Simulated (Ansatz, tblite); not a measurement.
Potential energy curve for pinacolborane, SMILES CC1(C)OBOC1(C)C. The C1–C19 bond (C1 also carries C, C, O; C19 carries H, H, H) is stretched with both fragments frozen at the PBE0/def2-SVP optimised geometry.

Levels: RKS-PBE0 = restricted PBE0/def2-SVP in Ansatz (a program for electronic structure); GFN2-xTB, 300 K electronic temperature (tblite); UKS-PBE0 = Ansatz with unrestricted PBE0/def2-SVP.

Energies relative to the lowest point of each curve near equilibrium, in eV:

```csv
R / Å,RKS-PBE0,GFN2-xTB
1.34,0.682,0.697
1.53,0.000,0.000
1.57,0.026,0.025
1.65,0.177,0.179
1.73,0.419,0.433
1.86,0.917,0.967
2.01,1.551,1.650
2.51,3.457,3.712
2.81,4.301,4.521
3.18,5.067,5.112
3.76,5.840,5.476
4.47,6.374,5.540
```

Task: Estimate the UKS-PBE0 values at these points.

Result: 1.34: 0.682; 1.53: 0.000; 1.57: 0.026; 1.65: 0.177; 1.73: 0.419; 1.86: 0.917; 2.01: 1.551; 2.51: 3.456; 2.81: 4.060; 3.18: 4.344; 3.76: 4.476; 4.47: 4.516 (eV).

The restricted form behind RKS-PBE0 keeps the bonding electrons paired and can't separate into open-shell fragments. The unrestricted determinant behind UKS-PBE0 is spin-contaminated at 2.51 to 4.47 Å (<S²> up to 1.0, against 0.00 for a pure singlet).
